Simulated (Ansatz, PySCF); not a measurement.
Gas-phase reaction (SMILES): C[SiH](C)F [fluoro(dimethyl)silane] + [H][H] (H2) -> C[SiH2]C [dimethylsilane] + F (HF); hydrogen cleaves one Si-F bond, a model of a ligand-exchange step.

Each molecule is optimised on its own at B3LYP-D3(BJ)/def2-TZVP (Ansatz, a quantum-chemistry and plane-wave program). Cores are frozen in the correlated levels unless marked. Spin-orbit coupling is left out. No relativistic terms. CBS(X,Y): correlation extrapolated as X^-3; Hartree-Fock from the larger set. The bracket is a focal-point correction in the basis named. Thermal terms are rigid-rotor harmonic-oscillator values from B3LYP-D3(BJ) frequencies (Ansatz or PySCF) at 298.15 K and 1 atm. 1 Eh = 627.5095 kcal/mol.

```json
[
 {"species": "C[SiH](C)F", "E, RI-MP2/CBS(aug-cc-pV(T+d)Z,aug-cc-pV(Q+d)Z)+[CCSD(T)-MP2]/aug-cc-pV(T+d)Z (Ansatz) (Eh)": "-469.28036", "E, PBE-D3(BJ)/def2-TZVPD (Ansatz + dftd3) (Eh)": "-469.57430", "H - E (Eh)": "0.09219"},
 {"species": "[H][H] (H2)", "E, RI-MP2/CBS(aug-cc-pV(T+d)Z,aug-cc-pV(Q+d)Z)+[CCSD(T)-MP2]/aug-cc-pV(T+d)Z (Ansatz) (Eh)": "-1.17524", "E, PBE-D3(BJ)/def2-TZVPD (Ansatz + dftd3) (Eh)": "-1.16598", "H - E (Eh)": "0.01336"},
 {"species": "C[SiH2]C", "E, RI-MP2/CBS(aug-cc-pV(T+d)Z,aug-cc-pV(Q+d)Z)+[CCSD(T)-MP2]/aug-cc-pV(T+d)Z (Ansatz) (Eh)": "-370.01321", "E, PBE-D3(BJ)/def2-TZVPD (Ansatz + dftd3) (Eh)": "-370.30041", "H - E (Eh)": "0.09658"},
 {"species": "F (HF)", "E, RI-MP2/CBS(aug-cc-pV(T+d)Z,aug-cc-pV(Q+d)Z)+[CCSD(T)-MP2]/aug-cc-pV(T+d)Z (Ansatz) (Eh)": "-100.39388", "E, PBE-D3(BJ)/def2-TZVPD (Ansatz + dftd3) (Eh)": "-100.39533", "H - E (Eh)": "0.01259"}
]
```

**Question.** Work out ΔE and ΔH at 298.15 K at the first level, then ΔH at the second.

**Answer.** 
1. ΔE = [(-370.01321) + (-100.39388)] - [(-469.28036) + (-1.17524)] = 0.04851 Eh = 30.4 kcal/mol at RI-MP2/CBS(aug-cc-pV(T+d)Z,aug-cc-pV(Q+d)Z)+[CCSD(T)-MP2]/aug-cc-pV(T+d)Z.
2. The terms H - E add up to 0.00362 Eh, so ΔH = (0.04851 + (0.00362))×627.5095 = 32.7 kcal/mol.
3. At PBE-D3(BJ)/def2-TZVPD the same steps give ΔE = 27.9 and ΔH = 30.2 kcal/mol, a shift of -2.5 from the first level.
4. These values are not checked against measurement here, since the tables used lack a sound gas-phase enthalpy of formation for at least one species.
